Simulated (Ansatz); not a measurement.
Z-matrix (Å, degrees):
```
C
H 1 1.0996
C 1 1.5114 2 112.87
C 3 1.5087 1 99.96 2 83.13
H 4 1.0956 3 114.84 1 143.27
H 4 1.1005 5 110.77 3 -131.09
S 3 1.6184 4 129.79 5 -23.61
S 1 1.7929 2 110.12 3 -130.44
H 8 1.3549 1 94.66 2 -41.65
S 4 1.8534 5 115.94 6 -128.47
```
Charge 0, spin multiplicity 1.

Method: Ansatz (an electronic-structure program) with frozen-core CCSD(T)/cc-pVTZ // PBE-D3(BJ)/def2-TZVP. The restricted HF reference is unstable towards unrestricted orbitals.

```json
{
  "HF energy": "-1308.55497 Ha",
  "MP2 correlation energy": "-1.01023 Ha"
}
```

**Question.** Estimate the CCSD correlation energy, the (T) correction, the total energy and the T1 diagnostic.

**Answer.** 
```
Quantity                          Value
-----------------------  --------------
CCSD correlation energy     -1.05919 Ha
(T) correction              -0.05807 Ha
CCSD(T) total energy     -1309.67223 Ha
T1 diagnostic                     0.016
```
